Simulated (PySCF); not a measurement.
Several molecules and their computed UV-vis stick spectra, shuffled. Level of theory: TDDFT PBE0/def2-SVPD, vertical, gas phase, core orbitals frozen in the response in PySCF. Geometries: PBE0-D3(BJ)/def2-SVP; one conformer of each isolated species. Triplets are in the Tamm–Dancoff approximation.

A. `B/C=C(\CC)C`
B. `[NH3]->[Cu][N]([SiH3])[SiH3]`
C. `[C@H]1([C@@H]2C=C[C@H]1C=C2)CCl`

Lowest singlet levels (six at most, fewer where fewer were computed) with oscillator strengths:

1. 3.75 eV (f 0.003); 4.35 eV (f 0.017); 4.97 eV (f 0.000); 5.11 eV (f 0.000); 5.14 eV (f 0.000); 5.16 eV (f 0.000); T1 3.62 eV
2. 4.94 eV (f 0.000); 5.67 eV (f 0.009); 6.36 eV (f 0.025); 6.55 eV (f 0.028); 6.74 eV (f 0.006); 6.77 eV (f 0.005)
3. 5.08 eV (f 0.001); 5.21 eV (f 0.344); 5.46 eV (f 0.004); 6.51 eV (f 0.011); 6.74 eV (f 0.009); 7.12 eV (f 0.017)

Question: Which spectrum belongs to which structure?

Answer: 1 = B, 2 = C, 3 = A.
- A: S1 at 5.08 eV, HOMO-1→LUMO (98%); Löwdin shares by element: HOMO carbon 71% or more, boron 10% (atoms not listed hold the other 19%); LUMO carbon 39% or more, boron 35%, hydrogen 6% or more (atoms not listed hold the other 20%); HOMO -7.58 and LUMO -1.82 eV.
- B: S1 at 3.75 eV, HOMO→LUMO (94%); for S1 the Löwdin share of copper is 18% in HOMO and 49% in LUMO; HOMO -5.85 and LUMO -1.07 eV.
- C: S1 at 4.94 eV, HOMO→LUMO (98%); Löwdin shares by element: HOMO carbon 85% or more (atoms not listed hold the other 15%); LUMO carbon 66% or more (atoms not listed hold the other 34%); HOMO -6.76 and LUMO -0.70 eV.
A and C have S1 within 0.14 eV of each other; their strongest listed levels stand at 5.21 eV (f 0.344) and 6.55 eV (f 0.028).
